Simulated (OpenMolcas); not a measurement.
**Exact exchange and the electronic atomisation energy of GeH3O**

The species is GeH3O (5 atoms), meant as a doublet with charge 0. SMILES: `[O][GeH3]`. Geometry: relaxed at PBE0-D4/def2-TZVP.

The electronic atomisation energy y, in eV, basis def2-TZVP; a is the functional's share of exact exchange. Programs: OpenMolcas 26.06.

| functional | program | a | y (eV) |
| --- | --- | --- | --- |
| UPBE | OpenMolcas | 0 | 12.81 |
| UBLYP | OpenMolcas | 0 | 12.70 |
| UB3LYP | OpenMolcas | 0.2 | ? |
| UPBE0 | OpenMolcas | 0.25 | 12.55 |
| UBHLYP | OpenMolcas | 0.5 | 12.41 |

Question: Fit y = c + s·a to the known rows and predict UB3LYP.

Answer: 
1. Means of the 4 rows: a = 0.1875, y = 12.617.
2. Σ(Δa)² = 0.17188, Σ(Δa·Δy) = -0.12062, so the slope is -0.12062/0.17188 = -0.70177.
3. Intercept: 12.617 − (-0.70177) × 0.1875 = 12.749. The largest residual of the fit is 0.061.
4. UB3LYP: 12.749 + (-0.70177) × 0.2 = 12.61 eV.

The run gave 12.73 eV, so the prediction is off by -0.12 eV, more than the largest residual. The rows mix families of semi-local functionals, which the line can't see.
